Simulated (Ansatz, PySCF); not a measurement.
Noncovalent pair: H4SeSi (SMILES [SiH3][SeH]) (first 6 atoms) with HF (SMILES F); geometry from B3LYP-D3(BJ)/def2-TZVP, rigid monomers moved along the line of their centres of mass till Se2···H8 is 2.71 Å.
(charge 0, multiplicity 1):
```xyz
8

Si     0.614    -1.355     0.860
Se    -0.473     0.684     0.987
H      0.050    -2.160    -0.243
H      2.017    -0.996     0.580
H      0.489    -2.078     2.140
H     -1.752     0.080     1.397
F      0.964     0.790     4.317
H      0.513     0.899     3.500
```

Quantity: the interaction energy.

Interaction energies are E(AB) − E(A) − E(B) at the monomers' geometry in the complex; basis-set methods are counterpoise corrected.

Correlated levels freeze the cores. Filled d and f shells under p-block atoms count as core. CBS: X⁻³ extrapolation of the correlation energy, Hartree–Fock from the larger set.

Run with Ansatz (a first-principles code) with Gaussian orbitals; PySCF for the dispersion terms. 

Costs are ratios of core time to PBE/def2-TZVPPD (roughly 7 s), for whole runs (searches for the state included, and forces where a run took them) on one shared machine, so rough; each difference counts from -188.6 meV (CCSD(T)/CBS(def2-SVPD, def2-TZVPPD), a level with limits of its own).

A star marks coupled-cluster runs past 200 virtual orbitals, where the program's memory plan changes under this machine's limit, so their costs aren't comparable with smaller runs.

```csv
level,basis functions,cost
PBE/def2-TZVPPD,230,×1
PBE-D3(BJ)/def2-TZVPPD,230,×1
B3LYP/def2-TZVPPD,230,×1
B3LYP-D3(BJ)/def2-TZVPPD,230,×1
PBE0/def2-TZVPPD,230,×1
PBE0-D3(BJ)/def2-TZVPPD,230,×1
r2SCAN/def2-TZVPPD,230,×2
r2SCAN-D3(BJ)/def2-TZVPPD,230,×2
wB97X-V/def2-TZVPPD,230,×3
wB97M-V/def2-TZVPPD,230,×4
CCSD(T)/def2-SVPD,128,×4
CCSD(T)/def2-TZVPPD,230,×100*
```

Problem. Which is the cheapest listed level whose difference stays within 10.8 meV?

Solution. B3LYP/def2-TZVPPD (9.6 meV, cost ×1).

Each difference (meV): PBE/def2-TZVPPD -24.6; PBE-D3(BJ)/def2-TZVPPD -54.2; B3LYP/def2-TZVPPD 9.6; B3LYP-D3(BJ)/def2-TZVPPD -40.1; PBE0/def2-TZVPPD -13.8; PBE0-D3(BJ)/def2-TZVPPD -42.1; r2SCAN/def2-TZVPPD -23.8; r2SCAN-D3(BJ)/def2-TZVPPD -34.9; wB97X-V/def2-TZVPPD -21.4; wB97M-V/def2-TZVPPD -18.1; CCSD(T)/def2-SVPD 9.3; CCSD(T)/def2-TZVPPD 5.5.
